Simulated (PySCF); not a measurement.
Species: CH₆B₂FN.
Bonds: B1–N2, N2–B3, B3–C4, B3–F5. Hydrogens: H6, H7 on B1; H8 on N2; H9, H10, H11 on C4.

Computed, not measured: EOM-IP-CCSD/aug-cc-pVDZ in PySCF, restricted Hartree–Fock reference, frozen core, non-relativistic, gas phase, PBE0-D3(BJ)/def2-SVP geometry.

Hartree–Fock orbital energies give these Koopmans values (eV): HOMO 12.55, HOMO-1 12.70, HOMO-2 13.73, HOMO-3 14.80, HOMO-4 14.95, HOMO-5 15.29, HOMO-6 17.89, HOMO-7 18.17.

Question: What vertical ionisation energies does EOM-IP-CCSD give?

Answer: 
| leading hole (HF orbital) | Koopmans (eV) | EOM-IP-CCSD (eV) | change (eV) | one-hole share |
| --- | --- | --- | --- | --- |
| HOMO | 12.55 | 11.61 | -0.94 | 0.95 |
| HOMO-1 | 12.70 | 11.89 | -0.81 | 0.96 |
| HOMO-2 | 13.73 | 12.64 | -1.09 | 0.95 |
| HOMO-3 | 14.80 | 13.84 | -0.96 | 0.95 |
| HOMO-5 | 15.29 | 14.09 | -1.20 | 0.95 |
| HOMO-4 | 14.95 | 14.11 | -0.84 | 0.96 |
| HOMO-6 | 17.89 | 15.87 | -2.02 | 0.94 |
| HOMO-7 | 18.17 | 16.07 | -2.10 | 0.94 |

Question: Does the order of the lines follow the orbital energies?

Answer: No: the HOMO-5 hole (14.09 eV) falls below the HOMO-4 hole (14.11 eV). The corrections run from -2.10 to -0.81 eV, with a mean of -1.25 eV over the 8 lines; no line lies above its Koopmans value. Koopmans values leave out both the relaxation of the orbitals and the change in correlation energy.

Question: At what kinetic energies would He II light (40.81 eV) eject these electrons?

Answer: 29.20 eV (HOMO), 28.92 eV (HOMO-1), 28.17 eV (HOMO-2), 26.97 eV (HOMO-3), 26.72 eV (HOMO-5), 26.70 eV (HOMO-4), 24.94 eV (HOMO-6), 24.74 eV (HOMO-7).

Question: What total energy has the lowest final state, and which wavelength reaches it?

Answer: E(CCSD) + ionisation energy = -245.53512 + 0.42653 = -245.10859 Eh, at the geometry of the initial state. The threshold wavelength is 1239.84 eV nm/11.61 eV = 106.8 nm.

Lines less than 0.15 eV apart could change places at a higher level. One root was sought for each valence orbital with −ε under 21 eV, eight at most, so deeper holes and satellites are missing; no vibrational structure.

The values belong to the conformer `[BH2:1][NH:2][B:3]([CH3:4])[F:5]`: B1–N2–B3–C4 0°.
